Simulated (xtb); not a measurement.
KF, SMILES [K][F]. All values are semi-empirical tight-binding results from xtb (GFN2-xTB unless named), good for trends rather than for accurate numbers. The structure is a stationary point at GFN2-xTB.

Optimised geometry:

Bonds (Å): K1–F2 2.022.
Charge 0, spin multiplicity 1.

For metal compounds this method's bond lengths and energies can be far off.

```
Property                      Result
---------------------------  -------
point group as xtb finds it      C∞v
orbital gap                  1.16 eV
```

Question: Give the atomic charges and the Wiberg bond orders between heavy atoms. (The exact figures need the calculation; the answer reports its results.)

Answer: charges (e) K1 0.72, F2 -0.72. Bond orders K1–F2 0.52.
